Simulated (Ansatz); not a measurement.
Mulliken charges of ClH3NOSTa (`[NH2][Ta]([OH])(=[S])[Cl]`) from r2SCAN/def2-TZVPP in Ansatz (PBE0-D4/def2-TZVP geometry).

```csv
atom,x (Å),y (Å),z (Å),charge (e)
N1,-0.818,1.233,-0.063,-0.454
Ta2,0.444,-0.226,0.257,0.828
O3,0.332,-1.451,-1.173,-0.411
S4,-0.141,-1.122,2.130,-0.285
Cl5,2.598,0.599,0.362,-0.272
H6,-0.895,1.718,-0.947,0.172
H7,-1.510,1.567,0.591,0.195
H8,0.082,-2.375,-1.213,0.227
```

Question: By hand: the dipole of these point charges (1 e Å = 4.8032 D).

Answer: Σ q r = (-0.494, 0.068, -0.305) e Å, of length 0.585 e Å = 2.81 D.

Question: How does the dipole of the full density compare? (Estimate.)

Answer: The calculation gave: (-0.430, 0.120, -0.581) e Å, 3.52 D; the point charges give 0.80 times that, at 22° from its direction.

Point charges leave out the atoms' own dipoles, such as those of lone pairs, and Mulliken's split depends on the basis, so the two needn't agree.
